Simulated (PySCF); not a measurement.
HO (SMILES [OH-]), charge -1, singlet, geometry from GFN2-xTB (in this run its highest filled SCF level lies above zero, so its values depend strongly on the basis, on diffuse functions most of all), atoms displaced at random by about 0.02 Å a coordinate; PBE/aug-cc-pVDZ run with PySCF.

Input for PySCF:
```python
from pyscf import gto, scf, dft
from pyscf.geomopt import geometric_solver

mol = gto.Mole()
mol.atom = '''
    O     0.00085783    0.08810079   -0.10921990
    H    -0.01019782   -0.01936437    0.87980041
'''
mol.basis = 'aug-cc-pvdz'
mol.charge = -1
mol.verbose = 3
mol.build()

def method(m):
    mf = dft.RKS(m)
    mf.xc = 'pbe'
    return mf

conv, mol_eq = geometric_solver.kernel(method(mol), maxsteps=100, convergence_set='TURBOMOLE')
print('optimisation converged:', conv)
print(mol_eq.tostring(format='xyz'))
mf = method(mol_eq)
mf.kernel()
```

What the program printed (banner, timings and long lists left out):

```
Custom engine selected.
Bonds will be generated from interatomic distances less than 1.20 times sum of covalent radii
6 internal coordinates being used (instead of 6 Cartesians)
Internal coordinate system (atoms numbered from 1):
Distance 1-2
Translation-X 1-2
Translation-Y 1-2
Translation-Z 1-2
Rotation-A 1-2
Rotation-B 1-2
Rotation-C 1-2
<class 'geometric.internal.Distance'> : 1
<class 'geometric.internal.TranslationX'> : 1
<class 'geometric.internal.TranslationY'> : 1
<class 'geometric.internal.TranslationZ'> : 1
<class 'geometric.internal.RotationA'> : 1
<class 'geometric.internal.RotationB'> : 1
<class 'geometric.internal.RotationC'> : 1
> ===== Optimization Info: ====
> Job type: Energy minimization
> Maximum number of optimization cycles: 100
> Initial / maximum trust radius (Angstrom): 0.100 / 0.300
> Convergence Criteria:
> Will converge when all 5 criteria are reached:
>  |Delta-E| < 1.00e-06
>  RMS-Grad  < 5.00e-04
>  Max-Grad  < 1.00e-03
>  RMS-Disp  < 5.00e-04
>  Max-Disp  < 1.00e-03
> === End Optimization Info ===

Geometry optimization cycle 1
Cartesian coordinates (Angstrom)
 Atom        New coordinates             dX        dY        dZ
   O   0.000858   0.088101  -0.109220    0.000000  0.000000  0.000000
   H  -0.010198  -0.019364   0.879800    0.000000  0.000000  0.000000

WARN: Mole.unit (angstrom) is changed to Bohr

converged SCF energy = -75.7351394300205
--------------- RKS_Scanner gradients ---------------
         x                y                z
0 O     0.0001509781     0.0014708812    -0.0135301715
1 H    -0.0001511755    -0.0014701336     0.0135289619
----------------------------------------------
cycle 1: E = -75.73513943  dE = -75.7351  norm(grad) = 0.0192476
Step    0 : Gradient = 1.361e-02/1.361e-02 (rms/max) Energy = -75.7351394300
Hessian Eigenvalues: 5.00000e-02 5.00000e-02 5.00000e-02 ... 5.00000e-02 5.00000e-02 4.85958e-01

Geometry optimization cycle 2
Cartesian coordinates (Angstrom)
 Atom        New coordinates             dX        dY        dZ
   O   0.000781   0.087283  -0.101842   -0.000076 -0.000818  0.007378
   H  -0.010117  -0.018562   0.872448    0.000081  0.000802 -0.007353
converged SCF energy = -75.7353490303921
--------------- RKS_Scanner gradients ---------------
         x                y                z
0 O     0.0000125744     0.0001228823    -0.0011285016
1 H    -0.0000125856    -0.0001228300     0.0011297215
----------------------------------------------
cycle 2: E = -75.7353490304  dE = -0.0002096  norm(grad) = 0.00160633
Step    1 : Displace = 7.410e-03/7.410e-03 (rms/max) Trust = 1.000e-01 (=) Grad = 1.136e-03/1.136e-03 (rms/max) E (change) = -75.7353490304 (-2.096e-04) Quality = 1.100
Hessian Eigenvalues: 5.00000e-02 5.00000e-02 5.00000e-02 ... 5.00000e-02 5.00000e-02 4.45402e-01

Geometry optimization cycle 3
Cartesian coordinates (Angstrom)
 Atom        New coordinates             dX        dY        dZ
   O   0.000775   0.087205  -0.101185   -0.000006 -0.000078  0.000656
   H  -0.010111  -0.018485   0.871763    0.000006  0.000077 -0.000684
converged SCF energy = -75.7353503960155
--------------- RKS_Scanner gradients ---------------
         x                y                z
0 O    -0.0000007757    -0.0000068979     0.0000657159
1 H     0.0000007693     0.0000068816    -0.0000642405
----------------------------------------------
cycle 3: E = -75.735350396  dE = -1.36562e-06  norm(grad) = 9.24205e-05
Step    2 : Displace = 6.747e-04/6.747e-04 (rms/max) Trust = 1.414e-01 (+) Grad = 6.535e-05/6.608e-05 (rms/max) E (change) = -75.7353503960 (-1.366e-06) Quality = 0.943
Hessian Eigenvalues: 4.99985e-02 5.00000e-02 5.00000e-02 ... 5.00000e-02 5.00000e-02 4.71034e-01

Geometry optimization cycle 4
Cartesian coordinates (Angstrom)
 Atom        New coordinates             dX        dY        dZ
   O   0.000777   0.087205  -0.101237    0.000001  0.000001 -0.000052
   H  -0.010112  -0.018486   0.871786   -0.000001 -0.000000  0.000022
converged SCF energy = -75.7353504007458
--------------- RKS_Scanner gradients ---------------
         x                y                z
0 O    -0.0000000597     0.0000000730     0.0000015974
1 H     0.0000000530    -0.0000000855    -0.0000001357
----------------------------------------------
cycle 4: E = -75.7353504007  dE = -4.73027e-09  norm(grad) = 1.60906e-06
Step    3 : Displace = 3.670e-05/3.670e-05 (rms/max) Trust = 2.000e-01 (+) Grad = 1.138e-06/1.600e-06 (rms/max) E (change) = -75.7353504007 (-4.730e-09) Quality = 1.039
Hessian Eigenvalues: 4.99985e-02 5.00000e-02 5.00000e-02 ... 5.00000e-02 5.00000e-02 4.71034e-01
Converged! =D

optimisation converged: True
2
XYZ from PySCF
O           0.00077669        0.08720543       -0.10123702
H          -0.01011212       -0.01848572        0.87178556
converged SCF energy = -75.7353504007617
```
